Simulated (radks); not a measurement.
Values are calculated unless marked as measured or tabulated.
Problem. Dipole-allowed excitations along the series with 28 electrons in [Ar] 3d10. Level of theory: scalar-relativistic Kohn-Sham, LB94 model potential, spin-unpolarised, spherical densities, finite nucleus; Fermi nuclear charge, rms radius of each element as measured or else 0.836 A^(1/3) + 0.57 fm (a radial shooting solver on a logarithmic mesh with Libxc functionals). Time-dependent linear response with the Hartree and adiabatic LDA kernel, continuum included through the Sternheimer equations, no spin-orbit coupling, so fine structure and intercombination lines are absent. Lines are the poles of the dipole polarisability below minus the highest occupied eigenvalue, found on a grid refined at the orbital gaps; the lowest seven at most are given, and weak or close lines can be missed. The first line takes the name of the lowest orbital gap if no other gap lies below it; otherwise a line is named after a gap within 0.6 % of it, if that gap stands alone.

species  -e(HOMO) (eV)  lowest orbital gap (eV)  first line (eV)      f  strongest line (eV)  its f  static alpha (bohr^3)
Nb13+           479.89             3d-4p 209.19   211.33 (3d-4p)  0.525  307.94 (unassigned)   3.17                0.07202
Mo14+           538.98             3d-4p 234.81   237.09 (3d-4p)  0.516  341.58 (unassigned)   3.43                0.06027
Tc15+           601.17             3d-4p 261.75   264.17 (3d-4p)  0.507  376.59 (unassigned)   3.68                0.05091
Ru16+           666.46             3d-4p 290.00   292.57 (3d-4p)  0.499  412.97 (unassigned)   3.93                0.04336
Pd18+           806.32             3d-4p 350.43   353.31 (3d-4p)  0.484  489.78 (unassigned)   4.43                0.03214

Estimate the first line of Rh17+, its oscillator strength and the static polarisability.

Solution. 322.29 eV (3d-4p), f = 0.491, alpha = 0.03721 bohr^3.
